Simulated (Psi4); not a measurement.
Psi4 input (wB97X-D/6-311+G**):

```
memory 1500 MB

molecule {
1 1
C     2.66833323    0.64000169   -0.50376979
C     1.49614703   -0.14885321    0.07224085
C     0.16098951    0.46573101   -0.34471914
C    -1.06440459   -0.18465485    0.12773369
O    -0.94124666   -1.35798936    0.61776455
C    -2.38068428    0.47285149    0.06617746
H     2.65923635    1.67618312   -0.16075641
H     2.64794578    0.64338981   -1.59512356
H     3.61173823    0.19550606   -0.19064570
H     1.53937031   -1.18639894   -0.26229280
H     1.55355509   -0.16711335    1.16287367
H     0.05317962    0.46418948   -1.44495238
H     0.08462130    1.53058405   -0.09115576
H    -2.43942327    1.15065539   -0.78458676
H    -2.47171302    1.09149905    0.96999171
H    -3.20865767   -0.23656138    0.05249095
H    -1.78216476   -1.76847534    0.89606205
symmetry c1
no_reorient
no_com
}

set {
  basis 6-311+G**
  reference rks
  scf_type df
  df_basis_scf def2-universal-jkfit
  dft_radial_points 99
  dft_spherical_points 590
  e_convergence 1e-8
  d_convergence 1e-7
  maxiter 150
}

e = energy('wb97x-d')
print_out(f'\nFINAL {e:.10f} DIPOLE {variable("CURRENT DIPOLE")[0]:.6f} {variable("CURRENT DIPOLE")[1]:.6f} {variable("CURRENT DIPOLE")[2]:.6f}\n')
```

From the output:

```
     115A      1.443993   116A      1.455332   117A      1.472130
     118A      1.485296   119A      1.496597   120A      1.527930
     121A      1.541982   122A      1.557096   123A      1.557980
     124A      1.591000   125A      1.603176   126A      1.618337
     127A      1.647590   128A      1.679825   129A      1.694161
     130A      1.757406   131A      1.775007   132A      1.817341
     133A      1.838185   134A      1.848764   135A      1.899985
     136A      1.934554   137A      1.940592   138A      1.975524
     139A      2.051609   140A      2.071802   141A      2.091647
     142A      2.101817   143A      2.148741   144A      2.180152
     145A      2.265960   146A      2.282253   147A      2.291252
     148A      2.328235   149A      2.363799   150A      2.396515
     151A      2.411320   152A      2.424519   153A      2.430599
     154A      2.460087   155A      2.470326   156A      2.475805
     157A      2.493439   158A      2.515515   159A      2.556164
     160A      2.568884   161A      2.589796   162A      2.605267
     163A      2.620507   164A      2.660349   165A      2.672446
     166A      2.735091   167A      2.756331   168A      2.775293
     169A      2.820732   170A      2.878732   171A      2.907634
     172A      2.939152   173A      3.002950   174A      3.086703
     175A      3.091545   176A      3.273618   177A      3.294992
     178A      3.477586   179A      3.665540   180A      3.686494
     181A      3.712795   182A      3.757451   183A      3.781302
     184A      3.788875   185A      3.792666   186A      3.942913
     187A      4.073860   188A      4.155767   189A      4.334413
     190A      4.853606   191A      5.276874   192A      5.627603
     193A     23.644044   194A     23.833856   195A     23.870104
     196A     23.904325   197A     23.977894   198A     49.792556

    Final Occupation by Irrep:
              A
    DOCC [    24 ]
    NA   [    24 ]
    NB   [    24 ]

  @DF-RKS Final Energy:  -272.10478133114373

   => Energetics <=

    Nuclear Repulsion Energy =            247.5955190936193446
    One-Electron Energy =                -847.5940731512395132
    Two-Electron Energy =                 354.9773213474487079
    DFT Exchange-Correlation Energy =     -27.0753417434155423
    Empirical Dispersion Energy =          -0.0082068775567551
    VV10 Nonlocal Energy =                  0.0000000000000000
    Total Energy =                       -272.1047813311437267

Computation Completed

Properties will be evaluated at   0.000000,   0.000000,   0.000000 [a0]

Properties computed using the SCF density matrix

 Multipole Moments:

 ------------------------------------------------------------------------------------
     Multipole            Electronic (a.u.)      Nuclear  (a.u.)        Total (a.u.)
 ------------------------------------------------------------------------------------

 L = 1.  Multiply by 2.5417464519 to convert [e a0] to [Debye]
 Dipole X            :         -2.1642473            0.0000002           -2.1642471
 Dipole Y            :         -0.1302176           -0.0000003           -0.1302179
 Dipole Z            :          0.2399629           -0.0000003            0.2399626
 Magnitude           :                                                    2.1813996

 ------------------------------------------------------------------------------------

FINAL -272.1047813311 DIPOLE -2.164247 -0.130218 0.239963

*** Psi4 exiting successfully. Buy a developer a beer!
```

The dipole moment of an ion depends on the origin.

The geometry given is a B3LYP-D3(BJ)/def2-TZVP minimum.
